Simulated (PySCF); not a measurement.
C₈H₁₀, charge -1, doublet, at a GFN2-xTB geometry (a state made from the parent by changing its charge; the spin is typed, not shown lowest) (in this run its highest filled SCF level lies above zero, so its values depend strongly on the basis, on diffuse functions most of all). Base run: PySCF with PBE/STO-3G.

PySCF was given this input:
```python
from pyscf import gto, scf, dft

mol = gto.Mole()
mol.atom = '''
    C     2.91968377    0.09169593    0.07844801
    C     1.42264823    0.03015160    0.05995341
    C     0.69035620    0.65414483   -1.03610112
    C    -0.68919233    0.59633661   -1.04766472
    C    -1.42259562   -0.03126967   -0.06062509
    C    -2.91978473   -0.08955007   -0.07715889
    C    -0.69030277   -0.65528061    1.03541880
    C     0.68923555   -0.59725524    1.04711285
    H     3.36046027   -0.37049658   -0.81732865
    H     3.28828177    1.12815315    0.10699217
    H     3.32006758   -0.42760933    0.95232108
    H     1.24037784    1.15406800   -1.82650014
    H    -1.22498591    1.06829562   -1.87529669
    H    -3.29007885   -1.12549698   -0.08139276
    H    -3.35991395    0.39442598    0.80770058
    H    -3.31926007    0.41044532   -0.96263240
    H    -1.24027005   -1.15635911    1.82512375
    H     1.22503158   -1.06926625    1.87471358
'''
mol.basis = 'sto-3g'
mol.charge = -1
mol.spin = 1
mol.verbose = 3
mol.build()

mf = dft.UKS(mol)
mf.xc = 'pbe'
mf.kernel()
```

Each row names what was changed in the base input (with any setting that the change needs).

```json
[
 {"change": "base", "ΔE vs base (µEh)": "0.0", "grid points": "211024", "electrons on the grid": "59.00001"},
 {"change": "grids.level = 5", "ΔE vs base (µEh)": "-0.5", "grid points": "579224", "electrons on the grid": "59.00000"},
 {"change": "grids.atom_grid = (30, 110)", "ΔE vs base (µEh)": "-533", "grid points": "44304", "electrons on the grid": "59.00087"},
 {"change": "grids.atom_grid = (150, 974)", "ΔE vs base (µEh)": "-0.4", "grid points": "1456680", "electrons on the grid": "59.00000"},
 {"change": "grids.radi_method = delley", "ΔE vs base (µEh)": "-0.2", "grid points": "225568", "electrons on the grid": "59.00001"},
 {"change": "grids.radi_method = mura_knowles", "ΔE vs base (µEh)": "-0.1", "grid points": "200224", "electrons on the grid": "59.00001"},
 {"change": "grids.radi_method = gauss_chebyshev", "ΔE vs base (µEh)": "-0.2", "grid points": "205048", "electrons on the grid": "59.00001"},
 {"change": "small_rho_cutoff = 0", "ΔE vs base (µEh)": "0.0", "grid points": "211024", "electrons on the grid": "59.00001"},
 {"change": "grids.prune = dft.gen_grid.sg1_prune", "ΔE vs base (µEh)": "-34.1", "grid points": "93680", "electrons on the grid": "59.00027"},
 {"change": "grids.atom_grid = (50, 194)", "ΔE vs base (µEh)": "-39.2", "grid points": "118824", "electrons on the grid": "59.00025"},
 {"change": "grids.level = 4", "ΔE vs base (µEh)": "-0.7", "grid points": "385944", "electrons on the grid": "59.00000"}
]
```

Open shells are given as the SCF converged; they aren't shown to be the lowest states, and a large step between rows can be another state.
